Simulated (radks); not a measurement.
The numbers below are computed, except where a source is named.
The rhodium ion Rh+ inside a hard spherical wall (all orbitals vanish at R), configuration held at [Kr] 4d8 and not refilled when levels cross. Level of theory: scalar-relativistic Kohn-Sham, PBE, spin-polarised, spherical densities, finite nucleus; open shells are filled with parallel spins first (spin-orbit coupling, left out, can overturn this in heavy ions); Fermi nuclear charge, rms radius 4.4945 fm (a radial shooting solver on a logarithmic mesh with Libxc functionals). Eigenvalues in eV for spin up, with the zero of energy where the potential of the charges vanishes at infinity; a dash marks a level that is unbound or too diffuse for the functional's potential to be trusted. A positive occupied level is held by the wall or, in an anion where self-interaction has pushed it up, behind a barrier. The pressure on the wall is -dE/dV.

R (bohr)  E (hartree)  kinetic (hartree)    e(3d)    e(4s)    e(4p)    e(4d)  e(5s, empty)  e(5p, empty)  pressure (GPa)
free      -4783.78095           4954.170  -308.25  -90.750  -58.748  -14.174       -11.058        -6.360               0
15        -4783.78095           4954.170  -308.25  -90.750  -58.748  -14.174       -11.058        -6.360        < 0.0001
12        -4783.78095           4954.170  -308.25  -90.750  -58.748  -14.174       -11.058        -6.358        < 0.0001
10        -4783.78095           4954.170  -308.25  -90.749  -58.748  -14.174       -11.057        -6.341        0.000104
8         -4783.78086           4954.171  -308.24  -90.741  -58.740  -14.166       -11.036        -6.206         0.00612
6         -4783.77768           4954.200  -308.06  -90.572  -58.575  -14.018       -10.678        -5.219           0.374
5         -4783.76209           4954.312  -307.47  -90.039  -58.062  -13.544        -9.623        -3.241            3.09
3.5       -4783.50447           4955.672  -302.50  -85.829  -54.054   -9.508        -0.484         9.836            98.9
1.5       -4753.45728           5066.081  -183.71    9.409   48.328   111.87        319.26        354.51           98500
